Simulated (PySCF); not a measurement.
B3LYP has the VWN-RPA correlation part, as in Gaussian. 

Cartesian coordinates (Å):
SMILES: C=CC[SiH]=C
```xyz
13

C     -2.4006     0.5889    -0.2304
C     -1.2619     0.0815    -0.6888
C     -0.3213    -0.7800     0.0981
Si     1.1935     0.1977     0.6350
C      2.7766    -0.1085     0.0940
H     -2.7535     0.3787     0.7731
H     -3.0201     1.2296    -0.8437
H     -0.9445     0.3241    -1.6990
H     -0.8187    -1.1783     0.9863
H      0.0314    -1.6274    -0.4953
H      0.8845     1.3232     1.5380
H      3.6191     0.4923     0.4120
H      3.0154    -0.9218    -0.5795
```
Charge 0, spin multiplicity 1.

Predict the HOMO, S1 oscillator strength and LUMO from B3LYP-D3(BJ)/def2-TZVP run with PySCF.


```json
{
 "HOMO": "-6.10 eV",
 "S1 oscillator strength": "0.238",
 "LUMO": "-1.14 eV"
}
```
